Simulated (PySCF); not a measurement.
Molecule: SMILES C#CC#CB(O)O, C4H3BO2.

Bonds (- single, = double, # triple, : aromatic): C1#C2 1.217 Å, C2-C3 1.370 Å, C3#C4 1.225 Å, C4-B5 1.549 Å, B5-O6 1.355 Å, B5-O7 1.354 Å. C1 carries H8; O6 carries H9; O7 carries H10.

Geometry PBE0-D3(BJ)/def2-SVP throughout; GIAO in PySCF 2.14.0 with density-fitted response routines, gas phase, one conformer, non-relativistic; equivalent atoms averaged; functional PBE0.

For orientation, 6-311+G(2d,p) gives these absolute shieldings σ: C3 96.4, C1 113.8, C4 109.7, C2 115.1, B5 83.3, O6/O7 194.2, H9/H10 27.88, H8 29.71 ppm.

A run gave: C3 92.2, C1 109.3, C4 104.8, C2 111.2, B5 79.7, O6/O7 191.0, H9/H10 27.57, H8 29.54 ppm (absolute shieldings σ).

Problem. Which basis set was used in that run?
A. IGLO-III
B. def2-SVP
C. cc-pVDZ
D. 6-31G*
E. cc-pVTZ

Solution. A. C3 tells them apart best: IGLO-III gives 92.2, cc-pVDZ gives 112.6, cc-pVTZ gives 98.4, def2-SVP gives 108.6, 6-31G* gives 113.3 ppm.
